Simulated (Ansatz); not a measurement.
`C[SiH2]B(N)F` → `NC[SiH2]BF`  (isomerisation)

Calculated with Ansatz (gas phase, PBE0-D4/def2-TZVP geometries, no zero-point term in ΔE). CCSD(T)/CBS is the MP2 limit (def2-TZVPP, def2-QZVPP) plus CCSD(T) − MP2 in def2-TZVPP, frozen cores. DFT in def2-TZVPP. B3LYP here is the variant with VWN-RPA as its local correlation; programs differ in this. Each species was taken in one conformer, which may not be the lowest.

`C[SiH2]B(N)F`:

```xyz
12

C     1.885   -0.386   -0.662
Si    0.037   -0.706   -0.554
B    -0.959    0.850    0.290
N    -1.859    0.702    1.342
F    -0.751    2.097   -0.174
H     2.316   -0.257    0.333
H     2.400   -1.214   -1.153
H     2.078    0.525   -1.233
H    -0.218   -1.950    0.235
H    -0.501   -0.953   -1.925
H    -2.356    1.480    1.747
H    -2.071   -0.189    1.754
```

`NC[SiH2]BF`:

```xyz
12

N    -1.184    1.298    1.275
C     0.014    0.579    0.859
Si   -0.233   -0.235   -0.824
B     1.354   -1.362   -1.418
F     2.416   -1.496   -0.637
H    -1.976    0.672    1.346
H    -1.058    1.724    2.185
H     0.836    1.296    0.750
H     0.369   -0.182    1.572
H    -1.427   -1.135   -0.763
H    -0.517    0.785   -1.873
H     1.405   -1.944   -2.472
```

```csv
level,ΔE (kJ/mol),difference from CCSD(T)/CBS
PBE-D4,236.8,-0.4
r2SCAN-D4,245.4,8.2
PBE0-D4,239.2,2.0
B3LYP-D4,239.0,1.8
ωB97X-V,233.9,-3.3
ωB97M-V,239.7,2.5
B2PLYP,240.4,3.2
PBE,236.8,-0.4
r2SCAN,245.3,8.1
PBE0,239.1,1.9
B3LYP,238.9,1.7
HF/def2-TZVPP,233.9,-3.3
MP2/def2-TZVPP,242.9,5.7
SCS-MP2/def2-TZVPP,236.7,-0.5
CCSD/def2-TZVPP,236.3,-0.9
CCSD(T)/def2-TZVPP,236.9,-0.3
HF/def2-QZVPP,233.3,-3.9
MP2/def2-QZVPP,242.9,5.7
SCS-MP2/def2-QZVPP,236.9,-0.3
HF/CBS(def2),233.2,-4.0
MP2/CBS(def2),243.2,6.0
CCSD/CBS(def2),236.6,-0.6
CCSD(T)/CBS,237.2,0
```

Largest T1 diagnostic among the species: 0.012.
